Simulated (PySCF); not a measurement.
# C₆ coefficients of unlike pairs at UHF

Calculated with PySCF 2.14 from the dipole response of each species, C₆(A,B) = (3/π) ∫ α_A(iu) α_B(iu) du, in atomic units, from isotropic polarisabilities. For ions this is the dispersion term alone; charge-induced terms of lower order in 1/R come first.

```csv
species,configuration,basis,relativity,α (bohr³),C₆ (like pair)
Ga³⁺,[Ar] 3d10 (1S),aug-cc-pV5Z-PP with ECP10MDF (8s7p6d4f3g2h),core potential,1.077,1.817
Sn²⁺,[Kr] 4d10 5s2 (1S),aug-cc-pwCVTZ-PP with ECP28MDF (8s7p6d4f1g),core potential,17.85,102.4
C,[He] 2s2 2p2 (3P),aug-cc-pwCVQZ (9s8p6d4f2g),none,11.97,46.36
Si²⁺,[Ne] 3s2 (1S),def2-QZVPPD (10s6p5d2f1g),none,12.59,45.04
```

**Question.** Estimate C₆ for Sn²⁺ with Ga³⁺.

**Answer.** The integral gives 11.31. The combination rule 2 C_A C_B / (C_A α_B/α_A + C_B α_A/α_B) gives 10.25 and the geometric mean 13.64.

No spin-orbit coupling is included.

The other pairs:

```json
{"pair": "Si²⁺, Ga³⁺", "C₆": "6.664"}
{"pair": "Si²⁺, Sn²⁺", "C₆": "67.09"}
{"pair": "C, Ga³⁺", "C₆": "7.193"}
{"pair": "Si²⁺, C", "C₆": "45.46"}
{"pair": "C, Sn²⁺", "C₆": "68.50"}
```
